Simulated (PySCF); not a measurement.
## C4H8NO2Si: g tensor and hyperfine couplings

Compound: C4H8NO2Si (doublet state).
Structure used (GFN2-xTB), in Å, numbered top down from 1:
```xyz
16
C4H8NO2Si angstrom
C      3.0954   -0.2317   -0.2278
N      2.0637   -0.8773    0.2551
C      0.8951   -0.3513    0.4568
O     -0.0117   -1.0583    1.1532
C     -1.2577   -1.3306    0.4811
Si    -2.0893    0.3187   -0.0336
C     -0.6363    1.4727    0.4320
O      0.5671    0.8763   -0.0371
H      3.1105    0.8369   -0.4033
H      3.9744   -0.8136   -0.4347
H     -1.0574   -1.9950   -0.3666
H     -1.8360   -1.8926    1.2145
H     -3.2694    0.6297    0.7697
H     -2.3193    0.3515   -1.4776
H     -0.6674    2.4534   -0.0420
H     -0.5693    1.6203    1.5165
```

The hyperfine couplings belong to this conformer and change with its torsions.

As a line formula: `C=N[C]1OC[SiH2]CO1` [radical].

Computed with PySCF 2.14.0, UKS B3LYP, pcH-1 on C H N O Si, non-relativistic, mean-field spin-orbit, GIAO. Geometry: GFN2-xTB, one conformer, isolated molecule. A GFN2-xTB geometry isn't a minimum of the functional, and hyperfine couplings can be far from their values at a DFT geometry. The frame is twisted about the N2–C3 bond at this geometry (dihedral C1–N2–C3–O8 = 12°); couplings at other torsion angles weren't computed. The SCF solution wasn't tested for stability.

- g1, g2, g3: 2.00217, 2.00275, 2.00349
- g_iso: 2.00280
- Form of g: rhombic: the two nearest values differ by 44 % of g3 − g1
- ⟨S²⟩: 0.7659 (exact 0.7500)
- α and β electrons: 35, 34
- HOMO–LUMO gap, α and β orbitals: 4.30, 5.43 eV
- Total energy: -651.87492 Eh

Hyperfine couplings atom by atom, in mT; T1 to T3 are the principal values of the dipolar part; ρ(0) is the spin density at the nucleus (MHz turned into mT with g_iso):

```csv
atom,isotope,a_iso,of which spin–orbit,T1,T2,T3,Mulliken spin population,ρ(0) (bohr⁻³)
C1,13C,2.16,0.00,-2.05,-1.95,4.00,0.72,0.0539
N2,14N,-0.38,0.00,-0.36,0.17,0.19,-0.15,-0.0331
C3,13C,1.76,0.00,-1.56,-1.49,3.05,0.40,0.0440
O4,17O,-1.16,0.00,-0.57,0.26,0.31,0.02,0.0535
C5,13C,1.43,0.00,-0.10,-0.09,0.19,0.02,0.0357
Si6,29Si,0.02,0.00,-0.03,0.01,0.02,0.00,-0.0005
C7,13C,0.11,0.00,-0.04,-0.02,0.06,0.00,0.0026
O8,17O,-0.51,0.00,-1.02,0.47,0.56,0.05,0.0236
H9,1H,-1.59,0.00,-0.86,-0.05,0.90,-0.03,-0.0100
H10,1H,-1.66,0.00,-0.98,-0.01,0.99,-0.04,-0.0104
H11,1H,0.06,0.00,-0.11,-0.05,0.15,0.01,0.0004
H12,1H,-0.03,0.00,-0.08,-0.06,0.13,0.00,-0.0002
H13,1H,0.02,0.00,-0.02,-0.02,0.05,0.00,0.0001
H14,1H,0.01,0.00,-0.03,-0.03,0.06,0.00,0.0001
H15,1H,-0.01,0.00,-0.06,-0.06,0.12,0.00,-0.0001
H16,1H,0.32,0.00,-0.07,-0.06,0.14,0.01,0.0020
```

Largest spin populations (Mulliken): C1 (+0.72), C3 (+0.40) and N2 (-0.15). The angles at C1 add up to 360.0°, so it is planar; its axial dipolar tensor and the negative couplings of its protons fit spin in a p orbital normal to that plane.

C3, the radical centre as drawn in `C=N[C]1OC[SiH2]CO1`, holds a spin population of +0.40 out of 1.

Axes: g3 points within 11° of the N2–C3 bond.

Under fast tumbling the dipolar parts average out, and these isotropic splittings remain: 1 × 1H (H10, I = 1/2, 2 lines) with 1.66 mT, 1 × 1H (H9, I = 1/2, 2 lines) with 1.59 mT, 1 × 14N (N2, I = 1, 3 lines) with 0.38 mT and 2 × 1H (H15/H16, I = 1/2, 3 lines) with 0.16 mT.

Nuclei that the bonding pattern makes equivalent are averaged, as if the motion that swaps them (rotation, inversion, ring flip) were fast. O4 and O8, with what hangs on them, aren't averaged: C3 is flat or nearly so (angle sum 360°), and its turn about the short C3–N2 bond (1.30 Å) is taken as slow. The 1H value of +4.4 MHz is a mean of couplings from -0.3 to 9.1 MHz in this one geometry, not an average over conformers.

The 17O coupling of O4 (-32.4 MHz) shows only in satellite lines or after enrichment, since that isotope makes up about 0.038 % of natural oxygen.

The 13C coupling of C1 (60.5 MHz) shows only in satellite lines or after enrichment, since that isotope makes up about 1.07 % of natural carbon.

The spin density at the nucleus, in bohr⁻³, is negative for N2 (-0.0331), H10 (-0.0104) and H9 (-0.0100), for instance. A restricted open-shell determinant has no negative spin density anywhere; here it arises because α and β orbitals differ (spin polarisation).
